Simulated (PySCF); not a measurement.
## Potential energy of BeF along the bond

Set-up: Be def2-TZVP, F def2-TZVP; no relativity (PySCF 2.14). Energies in eV from Be + F in their ground configurations at the same level. State: ²Σ⁺ (doublet), unpaired electrons σ ↑.

All columns are PBE0. A positive dipole means Be(−)F(+).

```tsv
R (Å)	E (eV)	μ (D)	Mulliken charge on Be (basis-dependent)	HOMO (eV)	LUMO (eV)	Mayer bond order	⟨S²⟩
1.181	-5.003	-0.41	0.18	-6.11	-1.83	1.41	0.75
1.236	-5.512	-0.62	0.20	-6.21	-1.90	1.37	0.75
1.291	-5.795	-0.85	0.22	-6.31	-1.97	1.32	0.75
1.332	-5.896	-1.02	0.24	-6.39	-2.03	1.29	0.75
1.373	-5.923	-1.19	0.26	-6.47	-2.09	1.25	0.75
1.414	-5.893	-1.36	0.28	-6.55	-2.16	1.21	0.75
1.469	-5.784	-1.60	0.31	-6.66	-2.25	1.16	0.75
1.538	-5.571	-1.91	0.35	-6.79	-2.38	1.10	0.75
1.620	-5.244	-2.28	0.40	-6.95	-2.55	1.03	0.75
1.730	-4.746	-2.79	0.45	-7.16	-2.81	0.95	0.75
```

A fit through these points gives, at Re = 1.370 Å, μ = -1.18 D and dμ/dR = -4.23 D/Å; the reduced mass is 6.113 u.

Task: How strong is the fundamental in the double-harmonic approximation, I = 42.26·(dμ/dR)²/μred km/mol?

Result: I = 42.26·(-4.23)²/6.113 = 124 km/mol at PBE0.

The state was picked by a PBE0 search and need not be the measured ground state.
